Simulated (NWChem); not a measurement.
System: hydrogen iodide (HI); SMILES I

Here is an NWChem input.

```
start job
memory heap 200 mb stack 900 mb global 1100 mb
geometry units angstroms noautosym nocenter noautoz
  I      0.000000     0.000000     0.052007
  H      0.000000     0.000000    -1.565186
end
basis spherical
  * library def2-svpd
end
ecp
  I library def2-ecp
end
dft
  xc xpbe96 cpbe96
  iterations 150
end
property
  response 1 0.0
end
task dft property
```

Excerpt of the output:

```
             Northwest Computational Chemistry Package (NWChem) 7.3.0
             --------------------------------------------------------

                             Geometry "geometry" -> ""
                             -------------------------

 Output coordinates in angstroms (scale by  1.889725989 to convert to a.u.)

  No.       Tag          Charge          X              Y              Z
 ---- ---------------- ---------- -------------- -------------- --------------
    1 I                   53.0000     0.00000000     0.00000000     0.05200700
    2 H                    1.0000     0.00000000     0.00000000    -1.56518600

 Effective nuclear repulsion energy (a.u.)      17.3426388792

                                 NWChem DFT Module
                                 -----------------

 Summary of "ao basis" -> "ao basis" (spherical)
 ------------------------------------------------------------------------------
       Tag                 Description            Shells   Functions and Types
 ---------------- ------------------------------  ------  ---------------------
 I                         def2-svpd                13       35   5s5p3d
 H                         def2-svpd                 4        8   2s2p

            General Information
            -------------------
          SCF calculation type: DFT
          Wavefunction type:  closed shell.
          No. of atoms     :     2
          No. of electrons :    26
           Alpha electrons :    13
            Beta electrons :    13
          Charge           :     0
          Spin multiplicity:     1
          Use of symmetry is: off; symmetry adaption is: off
          Maximum number of iterations: 150
          AO basis - number of functions:    43
                     number of shells:    17
          Convergence on energy requested:  1.00D-06
          Convergence on density requested:  1.00D-05
          Convergence on gradient requested:  5.00D-04

              XC Information
              --------------
          PerdewBurkeErnzerhof Exchange Functional  1.000
            Perdew 1991 LDA Correlation Functional  1.000 local
           PerdewBurkeErnz. Correlation Functional  1.000 non-local

             Grid Information
             ----------------
          Grid used for XC integration:  medium
          Radial quadrature: Mura-Knowles
          Angular quadrature: Lebedev.
          Tag              B.-S. Rad. Rad. Pts. Rad. Cut. Ang. Pts.
          ---              ---------- --------- --------- ---------
          I                   1.40      123          10.0       590
          H                   0.35       45           9.0       434
          Grid pruning is: on
          Number of quadrature shells:   168
          Spatial weights used:  Erf1

      Superposition of Atomic Density Guess
      -------------------------------------

 Sum of atomic energies:        -347.62593174

      Non-variational initial energy
      ------------------------------

 Total energy =    -297.168925
 1-e energy   =    -534.008234
 2-e energy   =     228.658820
 HOMO         =      -0.353796
 LUMO         =       0.024208

   convergence    iter        energy       DeltaE   RMS-Dens  Diis-err
 ---------------- ----- ----------------- --------- --------- ---------
 d= 0,ls=0.0,diis     1   -298.2618953624 -3.06D+02  1.78D-02  1.26D-01
 d= 0,ls=0.0,diis     2   -298.2579830335  3.91D-03  1.01D-02  1.13D-01
 d= 0,ls=0.0,diis     3   -298.2791054329 -2.11D-02  2.80D-03  1.23D-02
 d= 0,ls=0.0,diis     4   -298.2816742062 -2.57D-03  4.59D-04  1.72D-04
 d= 0,ls=0.0,diis     5   -298.2816947386 -2.05D-05  8.33D-05  1.02D-05
  Resetting Diis
 d= 0,ls=0.0,diis     6   -298.2816961623 -1.42D-06  1.73D-05  3.38D-07
 d= 0,ls=0.0,diis     7   -298.2816962267 -6.43D-08  2.64D-06  1.55D-09

         Total DFT energy =     -298.281696226651
      One electron energy =     -534.581680654731
           Coulomb energy =      250.659387436324
    Exchange-Corr. energy =      -22.539893045606
 Nuclear repulsion energy =        8.180490037363

 Numeric. integr. density =       25.999999194187

                       DFT Final Molecular Orbital Analysis
                       ------------------------------------

 Vector   11  Occ=2.000000D+00  E=-3.782983D-01
              MO Center= -3.5D-09, -3.3D-09, -3.8D-01, r^2= 2.1D+00
   Bfn.  Coefficient  Atom+Function         Bfn.  Coefficient  Atom+Function
  ----- ------------  ---------------      ----- ------------  ---------------
    14      0.476845  1 I  pz                36     -0.391741  2 H  s
     3      0.282807  1 I  s                 17      0.278520  1 I  pz
    11     -0.195196  1 I  pz                 4      0.167636  1 I  s
     8     -0.159161  1 I  pz                37     -0.146475  2 H  s
     1     -0.116971  1 I  s                  2     -0.114006  1 I  s

[...]

 DFT Linear Response polarizability / au
 Frequency  =       0.0000000 / au
              X              Y              Z
 -----------------------------------------------
 X      36.8073180     -0.0000003      0.0000001
 Y      -0.0000003     36.8073180      0.0000002
 Z       0.0000001      0.0000002     38.1888867
 -----------------------------------------------
 Eigenvalues =      36.8073183     36.8073177     38.1888867
 Isotropic   =      37.2678409
 Anisotropic =       1.3815687
 -----------------------------------------------

 Magnetic Dipole Response Matrix (nonzero elements):

 Exiting AOResponse driver routine
```

Level: PBE/def2-SVPD with def2 effective core potentials on I. All runs use the structure optimised with PBE0/def2-SVP. def2 effective core potentials on I; no spin-orbit coupling.
